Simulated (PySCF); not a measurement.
Correlation energy of Se²⁺ (selenium, charge +2)

[Ar] 3d10 4s2 4p2, high-spin 3P determinant. Computed with PySCF 2.14 in 6-31G*, with no relativity, point nucleus. Frozen: [Ar] 3d10; 4 electrons correlated.

MP2 pair energies summed by pair of shells (mhartree):

| pair | energy | share (%) |
| --- | --- | --- |
| 4s-4p | -26.92 | 61.3 |
| 4s-4s | -12.50 | 28.4 |
| 4p-4p | -4.51 | 10.3 |

Total MP2 correlation energy: -43.93 mhartree.

Same-spin part -6.79 and opposite-spin part -37.14 mhartree; SCS-MP2 scales them by 1/3 and 6/5 to -46.84 mhartree.

```csv
level,correlation energy (mhartree)
CCSD,-61.11
(T),-0.61
CCSD(T),-61.72
```

Diagnostics: T1 = 0.0060, D1 = 0.0168, largest double amplitude 0.100.

Cost of the coupled-cluster step: 0.1 s of wall time on 1 thread of Neoverse-V2 (shared host), for 4 correlated electrons.
